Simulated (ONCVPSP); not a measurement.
**Plane-wave convergence, ONCV potential for rubidium (Rb)**

- Element: rubidium
- Generator: ONCVPSP 4.0.1
- Type: optimised norm-conserving Vanderbilt (ONCV)
- Functional: revPBE
- Relativity: scalar-relativistic
- Frozen core: [Ar] 3d10
- Valence charge: 9
- Reference configuration: 4s2 4p6 5p1
- Partial waves: 4s: rc 2.10 bohr, ncon 3, nbas 7, qcut 6 1/bohr, 2 projectors, debl 2.1 Ha; 4p+5p: rc 2.40 bohr, ncon 4, nbas 8, qcut 7 1/bohr, 3 projectors, debl 0.6 Ha; d scattering state at 0.24 Ha: rc 1.85 bohr, ncon 4, nbas 7, qcut 5.5 1/bohr, 2 projectors, debl 3.4 Ha
- Local potential: polynomial inside 1.65 bohr (lpopt 5, dvloc0 0 Ha)
- Core correction: none

For each optimised wave give the share of its norm inside rc, the residual kinetic energy above qcut (Ha) and the cutoffs (Ha) for errors of 10, 1, 0.1 and 0.01 mHa per electron.

```json
{"wave": "4s", "norm inside rc": "0.891", "residual KE": "5.4e-07", "10 mHa": "8.1", "1 mHa": "11.2", "0.1 mHa": "13.6", "0.01 mHa": "15.6"}
{"wave": "s projector 2", "norm inside rc": "0.096", "residual KE": "4.4e-06", "10 mHa": "7.5", "1 mHa": "11.1", "0.1 mHa": "13.6", "0.01 mHa": "16.6"}
{"wave": "4p", "norm inside rc": "0.858", "residual KE": "1.6e-08", "10 mHa": "4.8", "1 mHa": "6.6", "0.1 mHa": "12.6", "0.01 mHa": "16.5"}
{"wave": "5p", "norm inside rc": "0.016", "residual KE": "2.1e-07", "10 mHa": "2.3", "1 mHa": "4.4", "0.1 mHa": "6.2", "0.01 mHa": "7.8"}
{"wave": "p projector 3", "norm inside rc": "0.082", "residual KE": "1.7e-07", "10 mHa": "4.3", "1 mHa": "6.0", "0.1 mHa": "8.3", "0.01 mHa": "13.7"}
{"wave": "d projector 1", "norm inside rc": "0.107", "residual KE": "1.5e-05", "10 mHa": "5.5", "1 mHa": "8.9", "0.1 mHa": "12.5", "0.01 mHa": "16.5"}
{"wave": "d projector 2", "norm inside rc": "0.146", "residual KE": "2.2e-03", "10 mHa": "11.4", "1 mHa": "17.3", "0.1 mHa": "54.7", "0.01 mHa": "67.4"}
```

The occupied waves need 11 Ha and 14 Ha for 1 and 0.1 mHa. Note: ghosts flagged at negative energy: p at -17.0 eV; GHOST(+) flagged for s at 152.4 eV. A true bound ghost makes a file unfit for plane-wave use. 4 of 4 tests not solved or not reliable.
